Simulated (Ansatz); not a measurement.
Two isomers of CH6ClGeN: A = `C[NH][GeH2][Cl]`, B = `[CH3][GeH]([NH2])[Cl]`.

Gas-phase electronic energies from Ansatz, PBE0-D4/def2-TZVP geometries. CCSD(T)/CBS adds triple-zeta CCSD(T) − MP2 to the extrapolated MP2 energy (def2 sets, frozen cores). DFT in def2-TZVPP. B3LYP here is the variant with VWN-RPA as its local correlation; programs differ in this. For Ge outer-core shells are correlated without core-valence functions, which leaves a few kJ/mol of doubt a bond. Scalar relativity is left out up to krypton. One conformer a species, not always the lowest.

Q: Which is lower in electronic energy at CCSD(T)/CBS, and by how much? (Best estimate.)

A: The calculation gave: B, by 82.9 kJ/mol.

Q: Give E(B) − E(A) in kJ/mol with r2SCAN-D4, HF/def2-TZVPP, BLYP-D4, PBE0-D4, B2PLYP, CCSD/def2-TZVPP, B3LYP-D4. (Best estimate.)

A: Computed: r2SCAN-D4 -82.2, HF/def2-TZVPP -74.8, BLYP-D4 -75.2, PBE0-D4 -79.3, B2PLYP -80.3, CCSD/def2-TZVPP -82.1, B3LYP-D4 -76.9. None reverses the order clearly.

Q: Does the order hold for the free energy at 298.15 K (harmonic terms from PBE0-D4)? (Estimate.)

A: The calculation gave: Yes: G(B) − G(A) = -81.9 kJ/mol, for one conformer each.

Largest T1 diagnostic: 0.010.

In def2-TZVPP, CCSD(T) changes the Hartree–Fock value by −7.8 kJ/mol (the triples alone add −0.5 kJ/mol) and MP2 by −12.6 kJ/mol. Leaving LDA and LC-ωPBE aside and taking each functional with its dispersion term where it has one, the values, not all of them listed here, spread over 7.6 kJ/mol, from PBE-QIDH to BLYP-D4. LDA lies +3.9 kJ/mol from PBE without D4.
